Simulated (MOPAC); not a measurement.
MOPAC input (MNDO):

```
MNDO 1SCF UHF MS=0.5 GEO-OK AUX(PRECISION=9) THREADS=1
C3H8BO

C     1.98566200 1    0.17647900 1    0.05181000 1
O     0.86744100 1   -0.54529000 1   -0.16547200 1
B    -0.42754500 1   -0.08629000 1   -0.02575100 1
C    -1.56009400 1   -1.12309100 1   -0.33823400 1
C    -0.71193700 1    1.39541600 1    0.42228900 1
H     1.91889000 1    1.20760200 1    0.36350000 1
H     2.91665100 1   -0.34211900 1   -0.10564400 1
H    -1.18210400 1   -2.10198100 1   -0.63437800 1
H    -2.21269900 1   -0.74721600 1   -1.13406800 1
H    -2.21141500 1   -1.25120500 1    0.53348400 1
H    -1.77809100 1    1.61250500 1    0.48872100 1
H    -0.26805500 1    2.11479100 1   -0.27461500 1
H    -0.26676600 1    1.60856200 1    1.40034600 1
```

From the output:

```
                                                       MOPAC v23.2.5 Linux

          FINAL HEAT OF FORMATION =        -70.91342 KCAL/MOL =    -296.70173 KJ/MOL

          COSMO AREA              =        124.70 SQUARE ANGSTROMS
          COSMO VOLUME            =        111.32 CUBIC ANGSTROMS

          IONIZATION POTENTIAL    =          9.016178 EV
          ALPHA SOMO LUMO (EV)    =         -9.016  1.460
          BETA  SOMO LUMO (EV)    =        -11.446  0.696
          NO. OF ALPHA ELECTRONS  =         15
          NO. OF BETA  ELECTRONS  =         14
          MOLECULAR WEIGHT        =         70.9056         POINT GROUP:  Cs

          MOLECULAR DIMENSIONS (Angstroms)

            Atom       Atom       Distance
            H     9    H     7     5.24709
            H     8    H    12     4.13316
            H     7    H    13     2.01001

          SCF CALCULATIONS        =          1

   ATOM   CHEMICAL          X               Y               Z
  NUMBER   SYMBOL      (ANGSTROMS)     (ANGSTROMS)     (ANGSTROMS)

     1       C          1.98566200  *   0.17647900  *   0.05181000  *
     2       O          0.86744100  *  -0.54529000  *  -0.16547200  *
     3       B         -0.42754500  *  -0.08629000  *  -0.02575100  *
     4       C         -1.56009400  *  -1.12309100  *  -0.33823400  *
     5       C         -0.71193700  *   1.39541600  *   0.42228900  *
     6       H          1.91889000  *   1.20760200  *   0.36350000  *
     7       H          2.91665100  *  -0.34211900  *  -0.10564400  *
     8       H         -1.18210400  *  -2.10198100  *  -0.63437800  *
     9       H         -2.21269900  *  -0.74721600  *  -1.13406800  *
    10       H         -2.21141500  *  -1.25120500  *   0.53348400  *
    11       H         -1.77809100  *   1.61250500  *   0.48872100  *
    12       H         -0.26805500  *   2.11479100  *  -0.27461500  *
    13       H         -0.26676600  *   1.60856200  *   1.40034600  *

                             CARTESIAN COORDINATES

   1    C        1.985662000     0.176479000     0.051810000
   2    O        0.867441000    -0.545290000    -0.165472000
   3    B       -0.427545000    -0.086290000    -0.025751000
   4    C       -1.560094000    -1.123091000    -0.338234000
   5    C       -0.711937000     1.395416000     0.422289000
   6    H        1.918890000     1.207602000     0.363500000
   7    H        2.916651000    -0.342119000    -0.105644000
   8    H       -1.182104000    -2.101981000    -0.634378000
   9    H       -2.212699000    -0.747216000    -1.134068000
  10    H       -2.211415000    -1.251205000     0.533484000
  11    H       -1.778091000     1.612505000     0.488721000
  12    H       -0.268055000     2.114791000    -0.274615000
  13    H       -0.266766000     1.608562000     1.400346000

           Empirical Formula: C3 H8 O B  =    13 atoms

      MOLECULAR POINT GROUP   :   Cs

          ALPHA EIGENVALUES
 -43.57280 -32.77186 -30.58160 -27.34012 -19.90450 -16.72272 -15.88858 -15.57507
 -13.98285 -13.80908 -13.59948 -13.58128 -12.86053 -11.46893  -9.01618   1.45980
   2.42662   3.82081   4.13716   4.27370   4.41608   4.60733   4.75933   4.99454
   5.49402   5.91325   7.06099   8.06507

           BETA EIGENVALUES
 -43.23724 -32.73695 -30.54269 -26.19822 -19.68083 -16.57867 -15.83242 -15.16634
 -13.92302 -13.63141 -13.58537 -13.35817 -12.83021 -11.44595   0.69631   2.24596
   2.50939   4.06049   4.27638   4.39039   4.71801   4.78020   4.95114   5.18267
   5.61235   5.97242   7.07143   8.24238

              NET ATOMIC CHARGES AND DIPOLE CONTRIBUTIONS

  ATOM NO.   TYPE          CHARGE      No. of ELECS.   s-Pop       p-Pop
    1          C          -0.019763        4.0198     1.26621     2.75355
    2          O          -0.199444        6.1994     1.75137     4.44808
    3          B           0.048288        2.9517     1.19131     1.76040
    4          C           0.020487        3.9795     1.20290     2.77661
    5          C          -0.010315        4.0103     1.20767     2.80265
    6          H           0.056144        0.9439     0.94386
    7          H           0.083521        0.9165     0.91648
    8          H           0.003112        0.9969     0.99689
    9          H           0.004785        0.9952     0.99522
   10          H           0.004785        0.9952     0.99521
   11          H           0.002675        0.9973     0.99733
   12          H           0.002863        0.9971     0.99714
   13          H           0.002863        0.9971     0.99714
 DIPOLE           X         Y         Z       TOTAL
 POINT-CHG.     0.301     0.489     0.148     0.593
 HYBRID         0.063     0.436     0.132     0.460
 SUM            0.364     0.925     0.279     1.032

          ATOMIC ORBITAL ELECTRON POPULATIONS

     Atom    s        px        py        pz
    1  C   1.26621   0.81590   0.87550   1.06216
    2  O   1.75137   1.18567   1.58040   1.68201
    3  B   1.19131   0.67622   0.74004   0.34414
    4  C   1.20290   0.92959   0.93142   0.91561
    5  C   1.20767   0.92447   0.96046   0.91772
    6  H   0.94386
    7  H   0.91648
    8  H   0.99689
    9  H   0.99522
   10  H   0.99521
   11  H   0.99733
   12  H   0.99714
   13  H   0.99714

                    (SZ)    =    0.500000
                    (S**2)  =    0.756913

          ATOMIC ORBITAL SPIN POPULATIONS

    Atom   Total    s     px     py     pz
         Atomic
    1  C  1.0281  0.053  0.033  0.113  0.829
    2  O  0.0273  0.003 -0.012 -0.011  0.047
    3  B  0.0471  0.003  0.001  0.005  0.038
    4  C -0.0064 -0.001 -0.003 -0.002 -0.001
    5  C -0.0040 -0.000 -0.000 -0.002 -0.001
    6  H -0.0495 -0.050
    7  H -0.0509 -0.051
    8  H  0.0003  0.000
    9  H  0.0021  0.002
   10  H  0.0021  0.002
   11  H  0.0002  0.000
   12  H  0.0018  0.002
   13  H  0.0018  0.002

 **********************
 *                    *
 * JOB ENDED NORMALLY *
 *                    *
 **********************

 == MOPAC DONE ==
```

The geometry given is a B3LYP-D3(BJ)/def2-TZVP minimum.
